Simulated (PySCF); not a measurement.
Br$_{3}$Sn, doublet, geometry from GFN2-xTB (such geometries of metal compounds can be far from the true shape) (the spin is typed, not shown lowest) (all electrons, no relativity); PySCF with HF/3-21G.

Here is a job for PySCF.
```python
from pyscf import gto, scf

mol = gto.M(
    atom='''
Sn   -0.30559618    0.27078947    0.55707516
Br   -1.69678763   -1.64465708   -0.53914098
Br    0.10094843    2.02068988   -1.33464601
Br    2.03240517   -0.76287491    1.07796533
''',
    basis='3-21g',
    spin=1,
    verbose=4,
)

mf = scf.UHF(mol)
mf.conv_tol = 1e-12
mf.kernel()
```

It wrote (shortened):

```
PySCF version 2.14.0

[INPUT] verbose = 4
[INPUT] num. atoms = 4
[INPUT] num. electrons = 155
[INPUT] charge = 0
[INPUT] spin (= nelec alpha-beta = 2S) = 1
[INPUT] symmetry False subgroup None
[INPUT] Mole.unit = angstrom
[INPUT] Symbol           X                Y                Z      unit          X                Y                Z       unit  Magmom
[...]
nuclear repulsion = 1532.47611399413
number of shells = 43
number of NR pGTOs = 243
number of NR cGTOs = 97
basis = 3-21g
ecp = {}

******** <class 'pyscf.scf.uhf.UHF'> ********
method = UHF
initial guess = minao
damping factor = 0
level_shift factor = 0
DIIS = <class 'pyscf.scf.diis.CDIIS'>
diis_start_cycle = 1
diis_space = 8
diis_damp = 0
SCF conv_tol = 1e-12
SCF conv_tol_grad = None
SCF max_cycles = 50
direct_scf = True
direct_scf_tol = 1e-13
number electrons alpha = 78  beta = 77
Set gradient conv threshold to 1e-06
init E= -13655.105991823

cycle= 1 E= -13676.4692884863  delta_E= -21.4  |g|= 0.301  |ddm|= 1.58
cycle= 2 E= -13676.5395021056  delta_E= -0.0702  |g|= 0.121  |ddm|= 0.805
cycle= 3 E= -13676.5524502671  delta_E= -0.0129  |g|= 0.0229  |ddm|= 0.235
cycle= 4 E= -13676.5540898637  delta_E= -0.00164  |g|= 0.00839  |ddm|= 0.107
cycle= 5 E= -13676.5543837184  delta_E= -0.000294  |g|= 0.00212  |ddm|= 0.0582
cycle= 6 E= -13676.5544045486  delta_E= -2.08e-05  |g|= 0.00112  |ddm|= 0.0121
cycle= 7 E= -13676.5544122902  delta_E= -7.74e-06  |g|= 0.000476  |ddm|= 0.00858
cycle= 8 E= -13676.5544135887  delta_E= -1.3e-06  |g|= 0.000116  |ddm|= 0.00418
cycle= 9 E= -13676.5544136456  delta_E= -5.69e-08  |g|= 3.37e-05  |ddm|= 0.000899
cycle= 10 E= -13676.5544136503  delta_E= -4.68e-09  |g|= 1.43e-05  |ddm|= 0.000182
cycle= 11 E= -13676.5544136514  delta_E= -1.11e-09  |g|= 3.69e-06  |ddm|= 0.000103
cycle= 12 E= -13676.5544136515  delta_E= -3.46e-11  |g|= 9.68e-07  |ddm|= 2.42e-05
cycle= 13 E= -13676.5544136516  delta_E= -8.37e-11  |g|= 2.06e-07  |ddm|= 5.44e-06
cycle= 14 E= -13676.5544136515  delta_E= 7.64e-11  |g|= 5.09e-08  |ddm|= 9.08e-07
cycle= 15 E= -13676.5544136514  delta_E= 4.91e-11  |g|= 1.47e-08  |ddm|= 2.16e-07
cycle= 16 E= -13676.5544136514  delta_E= -3.64e-12  |g|= 1e-08  |ddm|= 6.1e-08
cycle= 17 E= -13676.5544136514  delta_E= 1.27e-11  |g|= 8.12e-09  |ddm|= 2.52e-08
cycle= 18 E= -13676.5544136515  delta_E= -1.02e-10  |g|= 7.01e-09  |ddm|= 1.16e-08
cycle= 19 E= -13676.5544136515  delta_E= 6.18e-11  |g|= 6.34e-09  |ddm|= 8.53e-09
[...]
cycle= 22 E= -13676.5544136515  delta_E= 1.09e-11  |g|= 6.03e-09  |ddm|= 1.41e-08
cycle= 23 E= -13676.5544136514  delta_E= 4.18e-11  |g|= 3.81e-09  |ddm|= 1.4e-08
cycle= 24 E= -13676.5544136515  delta_E= -6.55e-11  |g|= 3.18e-09  |ddm|= 4.86e-09
cycle= 25 E= -13676.5544136515  delta_E= 2e-11  |g|= 2.82e-09  |ddm|= 2.25e-09
cycle= 26 E= -13676.5544136515  delta_E= -4.55e-11  |g|= 2.51e-09  |ddm|= 1.9e-09
cycle= 27 E= -13676.5544136515  delta_E= 1.09e-11  |g|= 2.25e-09  |ddm|= 1.53e-09
cycle= 28 E= -13676.5544136515  delta_E= -1.64e-11  |g|= 2.01e-09  |ddm|= 1.52e-09
cycle= 29 E= -13676.5544136515  delta_E= 4.18e-11  |g|= 1.8e-09  |ddm|= 1.48e-09
cycle= 30 E= -13676.5544136514  delta_E= 3.09e-11  |g|= 1.6e-09  |ddm|= 1.34e-09
cycle= 31 E= -13676.5544136514  delta_E= -9.09e-12  |g|= 1.34e-09  |ddm|= 1.56e-09
cycle= 32 E= -13676.5544136515  delta_E= -2.91e-11  |g|= 1.18e-09  |ddm|= 1.04e-09
cycle= 33 E= -13676.5544136514  delta_E= 4.37e-11  |g|= 1.06e-09  |ddm|= 7.69e-10
cycle= 34 E= -13676.5544136514  delta_E= 7.28e-12  |g|= 9.5e-10  |ddm|= 7.7e-10
cycle= 35 E= -13676.5544136514  delta_E= 2.36e-11  |g|= 8.51e-10  |ddm|= 6.91e-10
cycle= 36 E= -13676.5544136514  delta_E= -2.73e-11  |g|= 7.62e-10  |ddm|= 6.43e-10
cycle= 37 E= -13676.5544136515  delta_E= -4.37e-11  |g|= 6.83e-10  |ddm|= 5.84e-10
cycle= 38 E= -13676.5544136515  delta_E= 1.82e-12  |g|= 6.13e-10  |ddm|= 5.23e-10
cycle= 39 E= -13676.5544136514  delta_E= 3.27e-11  |g|= 5.5e-10  |ddm|= 4.69e-10
cycle= 40 E= -13676.5544136514  delta_E= 5.46e-12  |g|= 4.99e-10  |ddm|= 4.15e-10
cycle= 41 E= -13676.5544136515  delta_E= -5.28e-11  |g|= 4.55e-10  |ddm|= 3.7e-10
cycle= 42 E= -13676.5544136514  delta_E= 3.64e-11  |g|= 4.14e-10  |ddm|= 3.47e-10
cycle= 43 E= -13676.5544136515  delta_E= -3.09e-11  |g|= 3.78e-10  |ddm|= 3.17e-10
cycle= 44 E= -13676.5544136515  delta_E= 2.91e-11  |g|= 3.46e-10  |ddm|= 2.91e-10
cycle= 45 E= -13676.5544136514  delta_E= 2.91e-11  |g|= 3.17e-10  |ddm|= 2.65e-10
cycle= 46 E= -13676.5544136514  delta_E= -3.64e-12  |g|= 2.92e-10  |ddm|= 2.42e-10
cycle= 47 E= -13676.5544136515  delta_E= -3.27e-11  |g|= 2.69e-10  |ddm|= 2.22e-10
cycle= 48 E= -13676.5544136514  delta_E= 4e-11  |g|= 2.49e-10  |ddm|= 2.05e-10
cycle= 49 E= -13676.5544136514  delta_E= -1.09e-11  |g|= 2.3e-10  |ddm|= 1.89e-10
cycle= 50 E= -13676.5544136514  delta_E= -3.64e-12  |g|= 2.13e-10  |ddm|= 1.76e-10
SCF not converged.
SCF energy = -13676.5544136514 after 50 cycles  <S^2> = 0.76779006  2S+1 = 2.0177116
```

Convergence was not reached.
